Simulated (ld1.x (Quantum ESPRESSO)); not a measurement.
## P (Z = 15) ultrasoft: all-electron and pseudo phase curves

P, ultrasoft, made with ld1.x (Quantum ESPRESSO) 7.5 (LDA (PZ), scalar-relativistic). Core [Ne], reference 3s2 3p2.75 (charge +0.25). Waves: 3s (bound): rcut 1.05, rcutus 1.40 bohr; 3s channel at 4.1 Ry: rcut 1.05, rcutus 1.40 bohr; 3p (bound): rcut 1.25, rcutus 1.75 bohr; 3p channel at 1.6 Ry: rcut 1.25, rcutus 1.75 bohr; 3d channel at 0.1 Ry: rcut 1.35, rcutus 1.40 bohr; 3d channel at 0.6 Ry: rcut 1.35, rcutus 1.40 bohr. Local part: all-electron potential smoothed inside 1.10 bohr (lloc = -1). Core correction: a·sin(br)/r model core inside 1.25 bohr. Augmentation charge: built from norm-conserving waves at rcut, not smoothed further.

The phase is arctan(r·u′/u) with u = r·R(r), unwrapped; energies in Ry, scanned from -3 to 5 Ry. A pole is an energy at which the radial function vanishes at the test radius. The pseudo phase is shifted by a multiple of π to meet the all-electron one at the reference energy, and phase errors are pseudo minus all-electron; the curves can meet again beyond the range given. Levels narrower than the energy grid can be missing from the lists of poles.

Question: For each channel, where are the poles, and over which energies does the pseudopotential scatter like the atom?

Answer:

```json
{"channel": "s", "radius (bohr)": "1.89", "reference energy (Ry)": "-1.19", "poles, all-electron": "1.62", "poles, pseudo": "1.62", "unbroken range about the reference energy with phases within 0.05 rad": "the whole range", "phase error 1 Ry above the reference energy (rad)": "-0.000"}
{"channel": "p", "radius (bohr)": "1.89", "reference energy (Ry)": "-0.56", "poles, all-electron": "2.67", "poles, pseudo": "2.68", "unbroken range about the reference energy with phases within 0.05 rad": "the whole range", "phase error 1 Ry above the reference energy (rad)": "-0.000"}
{"channel": "d", "radius (bohr)": "1.89", "reference energy (Ry)": "0.10", "poles, all-electron": "3.49", "poles, pseudo": "3.49", "unbroken range about the reference energy with phases within 0.05 rad": "the whole range", "phase error 1 Ry above the reference energy (rad)": "-0.000"}
```

Phases in the p channel:

| E (Ry) | all-electron | pseudo |
| --- | --- | --- |
| -3.00 | 1.166 | 1.165 |
| -2.76 | 1.137 | 1.136 |
| -2.52 | 1.103 | 1.102 |
| -2.28 | 1.060 | 1.059 |
| -2.04 | 1.006 | 1.006 |
| -1.80 | 0.937 | 0.936 |
| -1.56 | 0.844 | 0.843 |
| -1.32 | 0.716 | 0.716 |
| -1.08 | 0.536 | 0.535 |
| -0.84 | 0.282 | 0.282 |
| -0.60 | -0.046 | -0.046 |
| -0.36 | -0.400 | -0.400 |
| -0.12 | -0.704 | -0.704 |
| 0.12 | -0.929 | -0.929 |
| 0.36 | -1.089 | -1.089 |
| 0.60 | -1.203 | -1.203 |
| 0.84 | -1.288 | -1.288 |
| 1.08 | -1.352 | -1.352 |
| 1.32 | -1.403 | -1.403 |
| 1.56 | -1.444 | -1.444 |
| 1.80 | -1.479 | -1.479 |
| 2.04 | -1.508 | -1.508 |
| 2.28 | -1.534 | -1.534 |
| 2.52 | -1.557 | -1.556 |
| 2.76 | -1.578 | -1.577 |
| 3.00 | -1.597 | -1.596 |
| 3.24 | -1.615 | -1.614 |
| 3.48 | -1.632 | -1.631 |
| 3.72 | -1.649 | -1.647 |
| 3.96 | -1.665 | -1.663 |
| 4.20 | -1.682 | -1.678 |
| 4.44 | -1.699 | -1.694 |
| 4.68 | -1.716 | -1.710 |
| 4.92 | -1.734 | -1.727 |
